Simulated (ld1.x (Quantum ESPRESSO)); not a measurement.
Sb: one change to a TM potential, before and after

ld1.x (Quantum ESPRESSO) 7.5 input, shortened:

```
&input
   title='Sb', zed=51., rel=1, dft='PZ', iswitch=3,
   config='[Kr] 4d10 5s2 5p3'
 /
 &inputp
   pseudotype=2, tm=.true., lloc=2,
   nlcc=.false.
 /
3
5S  1  0   2.00   0.00  1.60  1.60  0.0
5P  2  1   3.00   0.00  2.25  2.25  0.0
4D  3  2  10.00   0.00  1.00  1.00  0.0
 &test
   configts(1)='4d10 5s2 5p3'
 /
```

Change: core correction a·sin(br)/r model core inside 0.78 bohr.

Cutoffs: the cutoffs (Ry, on a coarse ladder) from which the occupation-weighted sum of valence levels, in a spherical-Bessel basis at the reference potential, stays within 10 and 1 mRy of its value at 400 Ry; they do not see the model core or the augmentation charge, which bear on the density cutoff. Errors are all-electron minus pseudo energies relative to the spin-unpolarised reference configuration.

Q: How do hardness, ghosts and transferability respond?

A: The potential gets neither clearly harder nor softer (110 Ry and 140 Ry → 110 Ry and 140 Ry); both files keep a bound ghost (p, s); of the 8 tests that both files solve, the error grows in 3 and shrinks in 4 by more than 15 % and 0.3 meV (median size 4.1 → 3.2 meV). A model core, the more so a compact one, raises the density cutoff, which this test does not measure.

| quantity | base | changed |
| --- | --- | --- |
| cutoff, loose | 110 Ry | 110 Ry |
| cutoff, tight | 140 Ry | 140 Ry |
| bound ghosts | s, p | s, p |
| tests counted (converged, no solver errors) | 8 of 9 | 8 of 9 |
| error for 4d10 5s2 5p2, meV [ΔE 8.52 eV] | -0.7 | -1.2 |
| error for 4d10 5s2 5p1, meV [ΔE 24.77 eV] | +2.0 | -1.9 |
| error for 4d10 5s2 5p0, meV [ΔE 49.56 eV] | +12 | -3.5 |
| error for 4d10 5s1 5p3, meV [ΔE 17.34 eV] | +1.9 | -1.2 |
| error for 4d10 5s0 5p5, meV [ΔE 16.65 eV] | -6.3 | -12 |
| error for 4d10 5s1 5p4, meV [ΔE 8.21 eV] | -1.6 | -3.0 |
| error for 4d10 5s2 5p3 (spin-polarised), meV [ΔE -1.09 eV] | +23 | +9.7 |
| error for 4d10 5s2 5p2 (spin-polarised), meV [ΔE 7.93 eV] | +14 | +4.5 |
| s: phases at 2.46 bohr within 0.05 rad from the reference energy up to (Ry; the scan ends near 5) | 2.0 | 2.0 |
| p: phases at 2.46 bohr within 0.05 rad from the reference energy up to (Ry; the scan ends near 5) | 3.8 | 3.8 |
| d: phases at 2.46 bohr within 0.05 rad from the reference energy up to (Ry; the scan ends near 5) | to the end of the scan | to the end of the scan |

Base: Tests not counted: 4d9 5s2 5p3 (solver errors, printed error -2027 eV). Changed file: Tests not counted: 4d9 5s2 5p3 (solver errors, printed error -39.7 eV). A true bound ghost makes a file unfit for plane-wave use even where its test errors are small: the radial tests pick states by their node count and pass the ghost by. Where a test does run into it, the solver fails or the error is huge.
